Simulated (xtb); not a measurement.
C4H9FSi, SMILES F/C(=C\C)[SiH2]C. All values are semi-empirical tight-binding results from xtb (GFN2-xTB unless named), good for trends rather than for accurate numbers. Geometry: GFN2-xTB. The structure was generated by enumeration; whether it is a known compound was not checked. Other conformers were not sampled.

Optimised geometry:

Bonded distances (Å): C1–C2 1.492, C1–H7 1.090, C1–H8 1.087, C1–H9 1.090, C2–C3 1.327, C2–H10 1.080, C3–F4 1.368, C3–Si5 1.894, Si5–C6 1.897, Si5–H11 1.467, Si5–H12 1.466, C6–H13 1.087, C6–H14 1.086, C6–H15 1.087. Bond angles (°): C2–C1–H7 110.1, C2–C1–H8 110.8, C2–C1–H9 110.1, H7–C1–H8 109.0, H7–C1–H9 107.7, H8–C1–H9 109.0, C1–C2–C3 126.1, C1–C2–H10 116.8, C3–C2–H10 117.1, C2–C3–F4 118.3, C2–C3–Si5 128.5, F4–C3–Si5 113.2, C3–Si5–C6 108.1, C3–Si5–H11 108.2, C3–Si5–H12 107.1, C6–Si5–H11 110.4, C6–Si5–H12 111.8, H11–Si5–H12 111.0, Si5–C6–H13 111.5, Si5–C6–H14 111.2, Si5–C6–H15 110.9, H13–C6–H14 107.8, H13–C6–H15 107.6, H14–C6–H15 107.7.
Charge 0, spin multiplicity 1.

Computed properties:
* **orbital gap**: 4.48 eV
* **dipole moment**: 1.72 D
* **zero-point energy**: 71.4 kcal/mol
* **G − E(el) at 298.15 K (modified RRHO)**: 50.3 kcal/mol
* **static polarisability (D4 model)**: 78.7 bohr³
* **solvation energy, GFN2-xTB/ALPB(water)**: -1.8 kcal/mol
* **solvation energy, GFN2-xTB/ALPB(hexane)**: -4.8 kcal/mol

Computed atomic charges and the Wiberg bond orders between heavy atoms:
charges (e) C1 -0.10, C2 -0.05, C3 0.03, F4 -0.25, Si5 0.45, C6 -0.20, H7 0.05, H8 0.06, H9 0.05, H10 0.03, H11 -0.08, H12 -0.09, H13 0.04, H14 0.03, H15 0.04. Bond orders C1–C2 1.04, C2–C3 1.87, C3–F4 0.95, C3–Si5 0.86, Si5–C6 0.93.
